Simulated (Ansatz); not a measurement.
# GeH2Cl2 (SMILES [Cl][GeH2][Cl]): the energy to break a bond

GeH2Cl2: 5 atoms, total charge 0, spin state singlet. As SMILES, `[Cl][GeH2][Cl]`. The shape was relaxed beforehand at wB97X-V/def2-SVP.

| atom | x (Å) | y (Å) | z (Å) |
| --- | --- | --- | --- |
| Cl | -1.7743 | -0.1593 | 0.9808 |
| Ge | 0.0275 | 0.0807 | -0.1570 |
| Cl | 1.5813 | -1.0331 | 0.8144 |
| H | -0.1975 | -0.5196 | -1.5423 |
| H | 0.4130 | 1.5576 | -0.1374 |

Wanted: the dissociation energy of the Ge2–Cl1 bond into doublet GeH2Cl and doublet Cl (shapes relaxed at wB97X-V/def2-SVP, no zero-point term). 1 Eh = 2625.50 kJ/mol = 27.2114 eV. Totals in Eh; open shells run unrestricted unless said.

```tsv
level	program	GeH2Cl2	doublet GeH2Cl	doublet Cl
PBE/def2-TZVP	Ansatz	-2998.017603	-2537.904637	-459.958396
B3LYP/def2-TZVP	Ansatz	-2998.790464	-2538.476359	-460.166971
wB97M-V/def2-TZVP	Ansatz	-2998.547937	-2538.265103	-460.125146
```

Question: Work out the dissociation energy at each level.

Answer: 
1. PBE/def2-TZVP: (-2537.904637) + (-459.958396) − (-2998.017603) = 0.154570 Eh = 405.8 kJ/mol = 4.21 eV.
2. B3LYP/def2-TZVP: (-2538.476359) + (-460.166971) − (-2998.790464) = 0.147134 Eh = 386.3 kJ/mol = 4.00 eV.
3. wB97M-V/def2-TZVP: (-2538.265103) + (-460.125146) − (-2998.547937) = 0.157688 Eh = 414.0 kJ/mol = 4.29 eV.

The levels span 386 to 414 kJ/mol; no measured value is set beside them. A bond enthalpy at 298 K also holds the loss of zero-point energy and thermal terms.
